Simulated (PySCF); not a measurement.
Compound: C₅H₉FO.
InChI=1S/C5H9FO/c1-5(4-6)2-3-7/h4,7H,2-3H2,1H3/b5-4+

Torsions of this conformer, `[CH3:1]/[C:2](=[CH:3]\[F:4])[CH2:5][CH2:6][OH:7]`: C1–C2–C5–C6 -86°, C2–C5–C6–O7 -66°, H–O7–C6–C5 57°.

The closed-shell ground state was solved at several levels (PySCF, density fitting, gas phase, non-relativistic). Isolated species at its GFN2-xTB geometry (one conformer only).

| level | basis functions | total energy (Eh) | HOMO (eV) | LUMO (eV) | gap (eV) | dipole (D) |
| --- | --- | --- | --- | --- | --- | --- |
| B3LYP/pcJ-1 | 279 | -371.0061 | -6.96 | 0.06 | 7.02 | 1.75 |
| PBE0/pcSseg-1 | 164 | -370.5346 | -7.18 | 0.31 | 7.49 | 1.76 |

**Question.** What might B3LYP/def2-SVPD (218 basis functions) give for the same quantities?

**Answer.** Total energy -370.7424 Eh, HOMO -7.06 eV, LUMO -0.10 eV, gap 6.96 eV, dipole 1.93 D.

**Question.** Over all these levels, which gives the widest orbital gap and which the narrowest?

**Answer.** PBE0/pcSseg-1 (global hybrid, 25 % exact exchange) has the widest, 7.49 eV, and B3LYP/def2-SVPD (global hybrid, 20 % exact exchange) the narrowest, 6.96 eV. Functional and basis both differ between the two, so the spread mixes both effects.

**Question.** How far do the dipole and the HOMO energy spread over the levels?

**Answer.** The dipole runs from 1.75 to 1.93 D (mean 1.81 D) and the HOMO from -7.18 to -6.96 eV.
